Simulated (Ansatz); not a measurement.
## Breaking a bond in SiHBr (SMILES [SiH]Br)

SiHBr: 3 atoms, total charge 0, spin state singlet. SMILES: `[SiH]Br`. The shape is that of a PBE0-D4/def2-TZVP optimisation.

```jsonl
{"atom": "Si", "x (Å)": "-0.6247", "y (Å)": "0.5219", "z (Å)": "-0.2961"}
{"atom": "Br", "x (Å)": "1.3409", "y (Å)": "0.4015", "z (Å)": "0.7814"}
{"atom": "H", "x (Å)": "-0.7271", "y (Å)": "-0.9883", "z (Å)": "-0.4986"}
```

The Si1–Br2 distance is scanned; the parts on either side stay rigid. Basis STO-3G, 14 core orbitals frozen in the correlated methods; program Ansatz 0.2.0. FCI is exact within this basis and core. Energies in eV from each method's value at 2.245 Å; methods without a U are spin-restricted. The shape above is that at 2.245 Å.

```tsv
distance (Å)	SVWN5	B3LYP	wB97M-V	CCSD
2.245	0.00	0.00	0.00	0.00
2.806	1.68	1.57	1.83	1.62
3.367	3.67	3.55	4.08	3.47
4.490	5.27	5.32	6.27	4.24
5.612	5.49	5.64	6.87	4.24
```

Q: Estimate the FCI curve, and say how far off each method is.

A: 
```csv
distance (Å),FCI
2.245,0.00
2.806,1.61
3.367,3.46
4.490,4.27
5.612,4.29
```

Departure from the FCI curve at its largest: SVWN5 +1.20 eV at 5.61 Å; B3LYP +1.35 eV at 5.61 Å; wB97M-V +2.58 eV at 5.61 Å; CCSD -0.04 eV at 5.61 Å. Restricted functionals keep the electrons paired too, and rise too high.
